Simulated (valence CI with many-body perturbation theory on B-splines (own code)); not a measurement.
Level structure of Ba41+

Computed by valence CI with perturbative core correlation (CI+MBPT): five valence electrons over a frozen Dirac-Fock core [Ne], radial functions for each j: 11 s, 11 p, 10 d, 8 f, 5 g, 2 h, with the one-electron correlation potential Σ1, the two-electron term Σ2, the three-electron term Σ3, Breit, model QED; selected CI, second order for the rest, scaled by the run's own slope (own B-spline code, finite nucleus).

The last digits are not significant, and no measured levels were compared; by estimate large intervals hold to a few tenths of a per cent, small ones and those within an open d or f shell to about a per cent. Among the levels kept, up to 3200 cm⁻¹ of a level comes from second order outside the variational space, and about a tenth of that is noise between levels of different J, which matters for small intervals.

Levels 136 to 169 of 169, with energies above the lowest level, (3s^2 3p1/2^2 3p3/2) J=3/2. "Leading %" is the weight of the configuration and term that name the level; weights of strongly mixed levels are sums over their largest components and can fall short. In the jj column 3d3/2^4 stands for four electrons in 3d with j = 3/2. Lifetimes count E1, E2, E3, M1 and M2 decay at the calculated energies, and are blank where another channel may lead or the interval is too uncertain; long ones can be off by a factor of two.

| No. | Configuration | Term | J | E (× 10³ cm⁻¹) | Leading % | Second component | Lifetime | Leading jj |
| --- | --- | --- | --- | --- | --- | --- | --- | --- |
| 136 | 3s3p²3d² | ⁶D | 3/2 | 4465.9 | 40 | 19 % 3s3p²3d² ⁴P | 10.4 ps | 3s 3p1/2^2 3d3/2 3d5/2 (86 %) |
| 137 | 3s²3p3d² | ²F° | 7/2 | 4500.3 | 37 | 11 % 3s²3p3d² ²G° | 5.68 ps | 3s^2 3p3/2 3d5/2^2 (63 %) |
| 138 | 3s3p²3d² | ⁴F | 9/2 | 4502.2 | 29 | 14 % 3s3p²3d² ⁶F | 8.02 ps | 3s 3p1/2^2 3d3/2 3d5/2 (71 %) |
| 139 | 3s²3p3d² | ²G° | 9/2 | 4517.9 | 36 | 20 % 3s²3p3d² ⁴F° | 5.75 ps | 3s^2 3p3/2 3d5/2^2 (58 %) |
| 140 | 3s²3p3d² | ²H° | 11/2 | 4518.7 | 80 | 18 % 3s²3p3d² ⁴G° | 6.03 ps | 3s^2 3p3/2 3d5/2^2 (61 %) |
| 141 | 3s3p²3d² | ⁴F | 3/2 | 4521.7 | 12 | 10 % 3s3p²3d² ⁴P | 13.2 ps | 3s 3p1/2^2 3d3/2 3d5/2 (64 %) |
| 142 | 3s3p²3d² | ²F | 5/2 | 4523.1 | 21 | 12 % 3s3p²3d² ⁴G | 8.72 ps | 3s 3p1/2^2 3d3/2 3d5/2 (80 %) |
| 143 | 3s²3p3d² | ²G° | 7/2 | 4540.6 | 33 | 31 % 3s²3p3d² ⁴D° | 1.47 ps | 3s^2 3p3/2 3d3/2 3d5/2 (63 %) |
| 144 | 3s3p²3d² | ⁴H | 7/2 | 4551.5 | 25 | 15 % 3s3p²3d² ²G | 9.52 ps | 3s 3p1/2^2 3d3/2 3d5/2 (79 %) |
| 145 | 3s3p²3d² | ²P | 1/2 | 4556.2 | 24 | 17 % 3s3p²3d² ⁴D | 12.1 ps | 3s 3p1/2^2 3d3/2 3d5/2 (61 %) |
| 146 | 3s²3p3d² | ²D° | 5/2 | 4565.7 | 23 | 13 % 3s²3p3d² ²F° | 1.17 ps | 3s^2 3p3/2 3d3/2 3d5/2 (66 %) |
| 147 | 3s²3p3d² | ²P° | 1/2 | 4580.5 | 61 | 14 % 3s²3p3d² ⁴D° | 2.10 ps | 3s^2 3p3/2 3d5/2^2 (60 %) |
| 148 | 3s²3p3d² | ²D° | 3/2 | 4598.4 | 35 | 23 % 3s²3p3d² ²P° | 1.16 ps | 3s^2 3p3/2 3d3/2 3d5/2 (72 %) |
| 149 | 3s²3p3d² | ²G° | 9/2 | 4601.1 | 71 | 11 % 3s²3p3d² ²H° | 1.46 ps | 3s^2 3p3/2 3d3/2 3d5/2 (80 %) |
| 150 | 3s²3p3d² | ²D° | 3/2 | 4628.3 | 29 | 14 % 3s²3p3d² ²P° | 1.05 ps | 3s^2 3p3/2 3d3/2 3d5/2 (53 %) |
| 151 | 3s3p³3d | ²S° | 1/2 | 4640.5 | 27 | 24 % 3s3p³3d ⁴P° | 1.01 ps | 3s 3p3/2^3 3d3/2 (47 %) |
| 152 | 3s²3p3d² | ²F° | 5/2 | 4647.1 | 46 | 27 % 3s²3p3d² ²D° | 1.47 ps | 3s^2 3p3/2 3d3/2 3d5/2 (79 %) |
| 153 | 3s3p²3d² | ⁴F | 9/2 | 4674.1 | 24 | 13 % 3s3p²3d² ²G | 9.07 ps | 3s 3p1/2^2 3d5/2^2 (63 %) |
| 154 | 3s3p³3d | ⁴P° | 3/2 | 4679.5 | 17 | 12 % 3s²3p3d² ²P° | 1.38 ps | 3s 3p3/2^3 3d3/2 (27 %) |
| 155 | 3s3p³3d | ²F° | 7/2 | 4680.5 | 13 | 12 % 3s3p³3d ⁴F° | 1.66 ps | 3s^2 3p3/2 3d5/2^2 (30 %) |
| 156 | 3s²3p3d² | ²P° | 1/2 | 4694.3 | 67 | 6 % 3s3p³3d ⁴D° | 1.49 ps | 3s^2 3p3/2 3d3/2 3d5/2 (56 %) |
| 157 | 3p⁴3d | ⁴D | 3/2 | 4695.1 | 19 | 18 % 3p⁴3d ²D | 6.53 ps | 3p1/2^2 3p3/2^2 3d3/2 (48 %) |
| 158 | 3s²3p3d² | ²P° | 3/2 | 4708.4 | 33 | 21 % 3s3p³3d ²D° | 1.91 ps | 3s^2 3p3/2 3d5/2^2 (38 %) |
| 159 | 3s²3p3d² | ²D° | 5/2 | 4714.5 | 34 | 12 % 3s²3p3d² ⁴P° | 2.54 ps | 3s^2 3p3/2 3d5/2^2 (59 %) |
| 160 | 3s3p³3d | ⁴F° | 9/2 | 4715.0 | 29 | 19 % 3s²3p3d² ⁴F° | 2.00 ps | 3s 3p3/2^3 3d5/2 (56 %) |
| 161 | 3s3p²3d² | ⁴D | 5/2 | 4725.3 | 13 | 12 % 3s3p²3d² ⁴P | 6.29 ps | 3s 3p1/2^2 3d5/2^2 (61 %) |
| 162 | 3s3p²3d² | ⁴H | 7/2 | 4728.5 | 18 | 14 % 3p⁴3d ⁴D | 7.34 ps | 3s 3p1/2^2 3d5/2^2 (55 %) |
| 163 | 3s3p³3d | ²D° | 5/2 | 4748.6 | 17 | 15 % 3s3p³3d ⁴D° | 1.08 ps | 3s 3p3/2^3 3d3/2 (56 %) |
| 164 | 3p⁴3d | ⁴D | 5/2 | 4771.1 | 20 | 12 % 3s3p²3d² ⁴F | 4.15 ps | 3p1/2^2 3p3/2^2 3d3/2 (36 %) |
| 165 | 3s3p³3d | ²F° | 7/2 | 4773.0 | 28 | 26 % 3s²3p3d² ²F° | 1.37 ps | 3s 3p3/2^3 3d3/2 (37 %) |
| 166 | 3s3p²3d² | ⁴F | 3/2 | 4775.0 | 15 | 10 % 3s3p²3d² ²P | 7.42 ps | 3s 3p1/2^2 3d5/2^2 (61 %) |
| 167 | 3s²3p3d² | ²P° | 3/2 | 4780.1 | 27 | 11 % 3s3p³3d ²D° | 1.70 ps | 3s^2 3p3/2 3d5/2^2 (45 %) |
| 168 | 3s3p²3d² | ⁶F | 1/2 | 4798.0 | 51 | 20 % 3s3p²3d² ⁴D | 6.74 ps | 3s 3p1/2 3p3/2 3d3/2^2 (76 %) |
| 169 | 3p⁴3d | ²F | 7/2 | 4821.0 | 29 | 25 % 3p⁴3d ²G | 3.01 ps | 3p1/2^2 3p3/2^2 3d3/2 (60 %) |
